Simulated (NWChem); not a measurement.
# Correlation energy of BCl

```
B
Cl 1 1.7192
```
Charge 0, spin multiplicity 1.

Program: NWChem. The geometry was optimised at PBE0/def2-SVP, a minimum by its harmonic frequencies.

Basis set: cc-pVDZ. Each correlation energy counts from its own Hartree-Fock reference.

The correlated methods keep 6 core orbitals frozen. The structure started from a generated list of species. Coupled-cluster values serve here as a point of comparison, not as the truth.

**Question.** Order these methods by the correlation energy they give, lowest first: CR-CCSD(T), CCSDT, CCSD, RI-MP2, SCS-MP2.

**Answer.** CCSDT (-232.1 mHa), CR-CCSD(T) (-230.1 mHa), CCSD (-224.5 mHa), RI-MP2 (-196.3 mHa), SCS-MP2 (-193.4 mHa)
